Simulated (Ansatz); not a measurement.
Frontier orbitals of AlCl3H2S (`[SH2+][Al-]([Cl])([Cl])[Cl]`).

The species carries charge 0 and has multiplicity 1. The geometry is a stationary point of PBE0-D4/def2-TZVP. It is one conformer, not always the lowest. Basis def2-TZVPP, Ansatz.

```tsv
functional	HOMO (eV)	LUMO (eV)	gap (eV)
PBE	-7.31	-2.11	5.20
PBE0	-8.73	-1.11	7.62
ωB97M-V	-10.98	0.95	11.93
```

A quarter of exact exchange (PBE0) shifts PBE's HOMO by −1.41 eV and its LUMO by +1.00 eV; full exchange at long range (ωB97M-V) shifts them by −3.66 and +3.06 eV. The gap opens from 5.21 to 11.93 eV, since occupied levels lose self-interaction and empty ones feel all the electrons. A positive LUMO is unbound and depends on the basis.
